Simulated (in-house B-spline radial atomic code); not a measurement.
Ionisation energies with and without relativity, with size and susceptibility from the Dirac run. Dirac energy differences include first-order Breit, QED and recoil terms. NIST's values go from ground level to ground level; the uncertainty of those that are theory runs from under 0.1 % in few-electron ions to several per cent in heavy many-electron ones. Computed with a radial B-spline atomic code at the basis-set limit: non-relativistic Hartree-Fock and Dirac-Hartree-Fock, averages of the configuration (point nuclei without relativity, finite nuclei with it).

| ion | configuration | configuration after | ionisation non-relativistic (eV) | ionisation Dirac Breit and QED (eV) | tabulated value (eV) | tabulated kind | radius at density 0.001 (bohr) | diamagnetic susceptibility (10⁻⁶ cm³/mol) |
| --- | --- | --- | --- | --- | --- | --- | --- | --- |
| I3+ | [Kr] 4d10 5s2 5p2 | [Kr] 4d10 5s2 5p1 | 38.47 | 38.73 | 40.357 | measured | 3.682 | -27.873 |
| Xe3+ | [Kr] 4d10 5s2 5p3 | [Kr] 4d10 5s2 5p2 | ? | ? | ? | measured | ? | ? |
| Cs3+ | [Kr] 4d10 5s2 5p4 | [Kr] 4d10 5s2 5p3 | 43.91 | 44.23 | 43 | tabulated theory | 3.624 | -29.937 |
| Ba3+ | [Kr] 4d10 5s2 5p5 | [Kr] 4d10 5s2 5p4 | 46.69 | 47.04 | 47 | semi-empirical | 3.572 | -30.548 |
| La3+ | [Kr] 4d10 5s2 5p6 | [Kr] 4d10 5s2 5p5 | ? | ? | ? | semi-empirical | ? | ? |
| Ce3+ | [Xe] 4f1 | [Kr] 4d10 5s2 5p6 | 38.79 | 34.98 | 36.906 | semi-empirical | 3.469 | -30.53 |
| Pr3+ | [Xe] 4f2 | [Xe] 4f1 | 39.97 | 36.03 | 38.981 | semi-empirical | 3.426 | -30.076 |
| Nd3+ | [Xe] 4f3 | [Xe] 4f2 | 41.03 | 36.95 | 40.6 | semi-empirical | 3.386 | -29.613 |
| Pm3+ | [Xe] 4f4 | [Xe] 4f3 | 42.00 | 37.77 | 41.17 | semi-empirical | 3.347 | -29.15 |
| Sm3+ | [Xe] 4f5 | [Xe] 4f4 | 42.89 | 38.48 | 41.64 | semi-empirical | 3.31 | -28.692 |
| Eu3+ | [Xe] 4f6 | [Xe] 4f5 | 43.70 | 39.12 | 42.94 | semi-empirical | 3.275 | -28.241 |
| Gd3+ | [Xe] 4f7 | [Xe] 4f6 | ? | ? | ? | semi-empirical | ? | ? |
| Tb3+ | [Xe] 4f8 | [Xe] 4f7 | 45.13 | 40.17 | 39.33 | semi-empirical | 3.208 | -27.368 |

Problem. Fill in the row of Xe3+.

Solution. ionisation non-relativistic (eV): 41.17; ionisation Dirac Breit and QED (eV): 41.46; tabulated value (eV): 42.2; radius at density 0.001 (bohr): 3.665; diamagnetic susceptibility (10⁻⁶ cm³/mol): -29.072.

Problem. Fill in the row of La3+.

Solution. ionisation non-relativistic (eV): 49.51; ionisation Dirac Breit and QED (eV): 49.91; tabulated value (eV): 49.95; radius at density 0.001 (bohr): 3.513; diamagnetic susceptibility (10⁻⁶ cm³/mol): -30.961.

Problem. Fill in the row of Gd3+.

Solution. ionisation non-relativistic (eV): 44.45; ionisation Dirac Breit and QED (eV): 39.68; tabulated value (eV): 44.44; radius at density 0.001 (bohr): 3.241; diamagnetic susceptibility (10⁻⁶ cm³/mol): -27.799.
